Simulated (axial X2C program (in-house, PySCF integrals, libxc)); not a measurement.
# Curves of IDyI from open-shell CI on f10 s0

Computed with an in-house all-electron X2C program for linear molecules (integrals from PySCF): two-component X2C with atomic mean-field Coulomb and Gaunt terms, basis I dyall-v3z, Dy dyall-v3z (cores contracted in-house). Orbitals come from Hartree–Fock averaged over the configuration Dy f10 s0; CI then distributes these electrons over the f, s shells of Dy.

Scan along the symmetric stretch (R is each bond); masses I 126.904 u, Dy 163.929 u, I 126.904 u. Energies in cm⁻¹ from the lowest point; levels are followed by energy order within each Ω. Lowest level at 3.030 Å: 100% f10.

| R (Å) | (1)Ω=8 | (1)Ω=7 | (1)Ω=6 | (1)Ω=5 | (1)Ω=4 | (1)Ω=3 | (1)Ω=2 |
| --- | --- | --- | --- | --- | --- | --- | --- |
| 2.818 | 2823 | 2948 | 3038 | 3108 | 3168 | 3220 | 3261 |
| 2.924 | 626 | 769 | 863 | 934 | 994 | 1046 | 1089 |
| 3.030 | 0 | 149 | 244 | 315 | 374 | 426 | 469 |
| 3.151 | 661 | 809 | 904 | 973 | 1032 | 1082 | 1124 |
| 3.272 | 2345 | 2487 | 2579 | 2647 | 2703 | 2752 | 2791 |
| 3.409 | 5063 | 5195 | 5283 | 5349 | 5403 | 5448 | 5484 |
| 3.575 | 9051 | 9170 | 9252 | 9314 | 9364 | 9406 | 9438 |

Question: Fit the curves (1)Ω=8, (1)Ω=7, (1)Ω=6, (1)Ω=5, (1)Ω=4, (1)Ω=3, (1)Ω=2 near their minima.

Answer: From the open-shell CI curves, Te from the lowest:

| level | Te (cm⁻¹) | Re (Å) | ωe (cm⁻¹) |
| --- | --- | --- | --- |
| (1)Ω=8 | 0 | 3.029 | 115.9 |
| (1)Ω=7 | 149 | 3.029 | 115.5 |
| (1)Ω=6 | 244 | 3.029 | 115.4 |
| (1)Ω=5 | 315 | 3.029 | 115.4 |
| (1)Ω=4 | 374 | 3.029 | 115.4 |
| (1)Ω=3 | 426 | 3.029 | 115.3 |
| (1)Ω=2 | 469 | 3.029 | 115.2 |

Without dynamic correlation distances can be off by several hundredths of an Å (long for ionic bonds, short for multiple bonds) and the wavenumbers are rough.

The 7 lowest curves are shown; the next is (1)Ω=1, from 498 cm⁻¹.

There is no dynamic correlation: spin–orbit spacings and, for f shells, spacings inside one term are the most reliable numbers, splittings between terms come out too wide, and energies between configurations are not reliable, so the lowest level need not be the ground state of the molecule. At most 4 roots were kept for each Ω > 0 (twice that for Ω = 0) within 2.2 eV of the lowest, so higher up levels can be missing between those listed; levels with Ω > 0 are doubly degenerate and listed once, Ω = 0 levels singly. States that fill the shells left empty in the average are placed too high. The molecule was held linear; bending was not examined.
